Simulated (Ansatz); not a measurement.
C₆H₅F₃Ge (`[F][Ge]([F])([F])[c]1ccccc1`), relaxed with RKS PBE0-D4/def2-TZVP in Ansatz 0.2.0 from a PBE-D4/def2-SVP geometry. The force threshold is 0.005 eV/Å; the program also tests the step.

The species carries charge 0 and has multiplicity 1.

Start:

```xyz
15

F    -0.141   -2.978   -1.840
Ge   -1.004   -2.182   -0.556
F    -2.657   -2.144   -1.097
F    -1.017   -3.244    0.823
C    -0.232   -0.477   -0.127
C    -0.308    0.010    1.193
C     0.262    1.253    1.504
C     0.907    2.001    0.505
C     0.993    1.506   -0.806
C     0.426    0.264   -1.128
H    -0.804   -0.582    1.977
H     0.207    1.638    2.534
H     1.353    2.976    0.753
H     1.510    2.089   -1.584
H     0.504   -0.130   -2.152
```

```csv
step,energy (eV),largest force (eV/Å),largest move (Å)
1,-70959.5957,0.729,0.000
2,-70959.6888,0.334,0.035
3,-70959.6997,0.032,0.017
4 (rejected),-70959.6996,0.029,0.010
5,-70959.6998,0.008,0.005
6,-70959.6999,0.002,0.004
```

End:

```xyz
15

F    -0.157   -2.967   -1.813
Ge   -0.991   -2.164   -0.549
F    -2.619   -2.104   -1.082
F    -1.017   -3.231    0.793
C    -0.216   -0.477   -0.121
C    -0.297    0.012    1.180
C     0.260    1.244    1.487
C     0.896    1.982    0.499
C     0.982    1.493   -0.796
C     0.427    0.262   -1.110
H    -0.786   -0.567    1.956
H     0.199    1.626    2.499
H     1.332    2.944    0.742
H     1.484    2.069   -1.564
H     0.503   -0.122   -2.121
```

Hardware: 4 threads of an AMD EPYC 7R13 on a shared host and a share of an NVIDIA H100 80 GB. Wall time 56 s, peak host memory 1 GiB.
